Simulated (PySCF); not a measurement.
Compound: C6H5NO.
SMILES with atom numbers: `[O:1]=[CH:2][c:3]1[cH:4][cH:5][cH:6][cH:7][n:8]1` (hydrogens: H9 on C2; H10 on C4; H11 on C5; H12 on C6; H13 on C7)

Computed with PBE0-D3(BJ)/def2-SVP geometry optimisation, gas phase in PySCF.

**Question.** What internal coordinates does the optimisation give?

**Answer.** 
```csv
bond,length (Å)
O1=C2,1.204
C2–C3,1.490
C3–C4,1.398
C4–C5,1.390
C5–C6,1.394
C6–C7,1.397
C7–N8,1.327
C3–N8,1.334
C2–H9,1.118
C4–H10,1.092
C5–H11,1.093
C6–H12,1.092
C7–H13,1.096
```

A selection of angles:
```csv
angle,degrees
O1–C2–C3,123.9
C2–C3–C4,120.1
C2–C3–N8,116.1
C4–C3–N8,123.8
C3–C4–C5,118.0
C4–C5–C6,118.5
C5–C6–C7,118.8
C6–C7–N8,123.1
C3–N8–C7,117.8
```

Torsions: O1–C2–C3–C4 0° (synperiplanar).

Of the pairs four or more bonds apart, O1···H10 is among the closest relative to their van der Waals radii: 2.57 Å, 95 % of the sum of Bondi's values. The C–C distances run from 1.390 Å (C4–C5, aromatic) to 1.490 Å (C2–C3, drawn single), a spread of 0.100 Å. The 6-membered ring C3–C4–C5–C6–C7–N8 has internal angles of 117.8° to 123.8° (sum 720°, against 720° for a flat polygon); it is planar, 0.00 Å rms from its mean plane, widest ring torsion 0°. The 8 heavy atoms lie in one plane (0.000 Å rms).

Point group: Cs (every atom within 0.08 Å of its image). Whether it is a minimum is left open (no frequencies). The numbers are those of one conformer.
